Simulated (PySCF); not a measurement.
In(Me)(NH2)2 (CH₇InN₂), SMILES [CH3][In]([NH2])[NH2].

Geometry: PBE-D3(BJ)/def2-SVP. The def2 effective core potentials stand for the cores of In; spin–orbit coupling is left out. Other conformers were not sampled.

Method: TDA-ωB97X/def2-SVPD run with PySCF.

Vertical excitations. The molecule is in vacuum.

| state | energy (eV) | λ (nm) | f | main pairs |
|---|---|---|---|---|
| S1 | 5.33 | 233 | 0.063 | HOMO→LUMO 79 % |
| S2 | 5.85 | 212 | 0.173 | HOMO−1→LUMO 72 %, HOMO→LUMO+2 13 % |
| S3 | 6.09 | 204 | 0.043 | HOMO→LUMO+1 80 % |
| S4 | 6.39 | 194 | 0.092 | HOMO−1→LUMO+1 55 %, HOMO−2→LUMO 20 % |
| S5 | 6.81 | 182 | 0.070 | HOMO−2→LUMO 62 %, HOMO−1→LUMO+1 24 % |
| S6 | 7.31 | 170 | 0.020 | HOMO→LUMO+3 44 %, HOMO→LUMO+4 23 %, HOMO−3→LUMO 13 % |
| S7 | 7.33 | 169 | 0.060 | HOMO→LUMO+2 47 %, HOMO−2→LUMO+1 18 %, HOMO−1→LUMO 12 %, HOMO−1→LUMO+4 8 % |
| S8 | 7.41 | 167 | 0.029 | HOMO−3→LUMO 62 %, HOMO→LUMO+3 13 %, HOMO−3→LUMO+1 11 % |
| S9 | 7.53 | 165 | 0.000 | HOMO−1→LUMO+2 37 %, HOMO→LUMO+4 20 %, HOMO→LUMO+3 19 %, HOMO→LUMO+5 7 % |
| S10 | 7.66 | 162 | 0.201 | HOMO−2→LUMO+1 47 %, HOMO−1→LUMO+4 13 %, HOMO→LUMO+2 12 %, HOMO−1→LUMO+3 7 % |
| T1 | 4.54 | 273 | 0 | HOMO→LUMO 81 % |
| T2 | 5.05 | 246 | 0 | HOMO−1→LUMO 76 % |
| T3 | 5.57 | 223 | 0 | HOMO→LUMO+1 82 % |
| T4 | 5.93 | 209 | 0 | HOMO−2→LUMO 59 %, HOMO−1→LUMO+1 13 %, HOMO→LUMO+2 11 % |
Triplets are in the Tamm–Dancoff approximation.
